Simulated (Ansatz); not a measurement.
Cost and result for the atomization energy of `[O][GeH]([F])[F]` radical (5 atoms, 4 bonds).

Z-matrix (Å, degrees):
```
Ge
O 1 1.776
F 1 1.713 2 109.0
F 1 1.713 2 109.0 3 113.0
H 1 1.521 2 110.0 3 -123.5
```

The species carries charge 0 and has multiplicity 2. Correlated methods include outer-core shells of Ge, which these sets cover unevenly. Scalar relativity is left out up to krypton. The geometry is a stationary point of PBE0-D4/def2-TZVP. Program: Ansatz. All runs use 4 threads of an Intel Xeon Platinum 8488C on a shared host. Times are those of one run each, without the atoms' runs, and a repeat can differ threefold. Electronic energies, without spin–orbit coupling; frozen cores. CCSD(T)/CBS adds CCSD(T) − MP2 in def2-TZVPP to the MP2 limit, and its time is that of the two runs behind it. T1 = 0.013; ⟨S²⟩ of the reference is 0.76. With those shells the extrapolation isn't a true limit. B3LYP takes the VWN-RPA correlation (the form of Gaussian; ORCA's B3LYP/G). HSE06 is the plane-wave form, built on full-range PBE exchange.

CCSD(T)/CBS is a level of theory with its own doubt, some kJ/mol a heavy atom from the limit and from the frozen cores, so smaller differences don't rank the functionals.

```json
{"level": "LDA (SPW92)/def2-TZVPP", "functions": "155", "wall time": "2.3 s"}
{"level": "revPBE-D4/def2-TZVPP", "functions": "155", "wall time": "4.4 s"}
{"level": "BLYP-D4/def2-TZVPP", "functions": "155", "wall time": "4.4 s"}
{"level": "B2PLYP/def2-TZVPP", "functions": "155", "wall time": "6.5 s"}
{"level": "HSE06-D4/def2-TZVPP", "functions": "155", "wall time": "7 s"}
{"level": "CCSD(T)/def2-SVP", "functions": "79", "wall time": "8 s"}
{"level": "B3LYP-D4/def2-TZVPP (with forces)", "functions": "155", "wall time": "8.5 s"}
{"level": "r2SCAN-D4/def2-TZVPP (with forces)", "functions": "155", "wall time": "11 s"}
{"level": "ωB97X-V/def2-TZVPP", "functions": "155", "wall time": "14 s"}
{"level": "ωB97M-V/def2-TZVPP (with forces)", "functions": "155", "wall time": "17 s"}
{"level": "MP2/def2-QZVPP", "functions": "290", "wall time": "38 s"}
{"level": "CCSD(T)/def2-TZVPP", "functions": "155", "wall time": "81 s"}
{"level": "CCSD(T)/CBS(def2)", "functions": "–", "wall time": "120 s"}
```

Q: What atomization energy does each give, and how far from CCSD(T)/CBS? (Best estimate.)

A: Computed: 
| level | atomization (kcal/mol) | difference from CCSD(T)/CBS | per bond |
| --- | --- | --- | --- |
| LDA (SPW92)/def2-TZVPP | 452.7 | 71.0 | 17.8 |
| revPBE-D4/def2-TZVPP | 374.3 | -7.4 | -1.8 |
| BLYP-D4/def2-TZVPP | 381.2 | -0.5 | -0.1 |
| B2PLYP/def2-TZVPP | 375.4 | -6.3 | -1.6 |
| HSE06-D4/def2-TZVPP | 373.2 | -8.5 | -2.1 |
| CCSD(T)/def2-SVP | 347.5 | -34.2 | -8.5 |
| B3LYP-D4/def2-TZVPP (with forces) | 374.8 | -6.9 | -1.7 |
| r2SCAN-D4/def2-TZVPP (with forces) | 384.8 | 3.1 | 0.8 |
| ωB97X-V/def2-TZVPP | 383.9 | 2.2 | 0.6 |
| ωB97M-V/def2-TZVPP (with forces) | 377.7 | -4.0 | -1.0 |
| MP2/def2-QZVPP | 393.5 | 11.8 | 3.0 |
| CCSD(T)/def2-TZVPP | 371.9 | -9.8 | -2.4 |
| CCSD(T)/CBS(def2) | 381.7 | 0.0 | 0.0 |

From BLYP to BHLYP (50 % exact exchange), in def2-TZVPP and without D4, the atomization energy moves by −24.3 kcal/mol: exact exchange takes away binding that semilocal exchange gives to molecules. At CCSD(T), def2-SVP lies −34.1 kcal/mol from the extrapolated value and def2-TZVPP −9.8 kcal/mol: correlation converges slowly with the basis, and small sets miss more of it in the bonded molecule than in its fragments. In def2-TZVPP, CCSD(T) changes the Hartree–Fock value by +116.1 kcal/mol (the triples alone add +8.2 kcal/mol) and MP2 by +131.5 kcal/mol; breaking electron pairs costs correlation energy, which Hartree–Fock lacks.

For some Ge, Se and Sn compounds the MP2-based and the directly extrapolated limit differ by 10 to 25 kJ/mol.
